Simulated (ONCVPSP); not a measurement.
**Cu: ONCV pseudisation with PBE, scalar-relativistic reference atom.**

* Element: copper
* Generator: ONCVPSP 4.0.1
* Type: optimised norm-conserving Vanderbilt (ONCV)
* Functional: PBE
* Relativity: scalar-relativistic
* Frozen core: [Ne]
* Valence charge: 19
* Reference configuration: 3s2 3p6 3d10 4s1
* Partial waves: 3s+4s: rc 1.30 bohr, ncon 4, nbas 8, qcut 11.7 1/bohr, 3 projectors, debl 1.5 Ha; 3p: rc 1.15 bohr, ncon 4, nbas 7, qcut 9.7 1/bohr, 3 projectors, debl 4 Ha; 3d: rc 0.75 bohr, ncon 3, nbas 7, qcut 10.9 1/bohr, 3 projectors, debl 3.8 Ha
* Local potential: polynomial inside 0.70 bohr (lpopt 5, dvloc0 0 Ha)
* Core correction: polynomial model core, fcfact 0.45

* Ghost test: ghosts flagged at negative energy: d at -370.0 eV; GHOST(+) flags only above 600 eV; a true bound ghost makes a file unfit for plane-wave use
* Configuration tests: 1 of 4 tests not solved or not reliable
* rms error of d²Exc/dni dnj: 2.50 mHa without and 1.76 mHa with the model core
